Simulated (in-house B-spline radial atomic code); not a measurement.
**Binding energies in Cu⁷⁺**

NIST's tabulated ground configuration is [Ar] 3d4; each binding energy is the energy of the ion with one electron taken from that subshell, relaxed, less that of the parent. Method: Dirac-Hartree-Fock, average of configuration, Fermi nucleus of rms radius 3.8823 fm. Calculated with an all-electron radial atomic-structure program (B-spline basis). Energies include first-order Breit, QED and recoil terms.

```tsv
subshell	X-ray name	binding energy (eV)	-ε (eV)	relaxation (eV)
1s	K	9163.1	9216.5	37.1
2s	L1	1287.7	1302.6	13.6
2p1/2	L2	1139.9	1156.5	15.4
2p3/2	L3	1119.8	1135.8	15.1
3s	M1	290	292.4	2.1
3p1/2	M2	240.1	242.4	2.1
3p3/2	M3	237.1	239.3	2.1
3d	M4,5	164	166.2	2.1
```

Relaxation = -ε minus the binding energy without Breit, QED and recoil terms.

Emission lines follow as differences of binding energies, with λ = 12398.42 eV·Å / E:

```
 line       holes  energy (eV)  wavelength (Å)
 K-L3  1s → 2p3/2       8043.3          1.5415
 K-L2  1s → 2p1/2       8023.2          1.5453
 K-M3  1s → 3p3/2       8926.0           1.389
L1-M3  2s → 3p3/2       1050.6          11.801
L3-M1  2p3/2 → 3s        829.8          14.941
```

Q: What screening constant σ does Moseley's law, E = (3/4)·13.6057 eV·(Z - σ)², need for K-L3?

A: σ = 0.92.

Q: What does it cost to remove both a 2p3/2 and a 3p1/2 electron?

A: 1398.7 eV, which is 38.74 eV more than the two single binding energies together.

Q: What does it cost to remove both a 3s and a 3p1/2 electron?

A: 558.52 eV, which is 28.39 eV more than the two single binding energies together.

Q: What does it cost to remove both a 2p1/2 and a 3d electron?

A: 1342.2 eV, which is 38.23 eV more than the two single binding energies together.
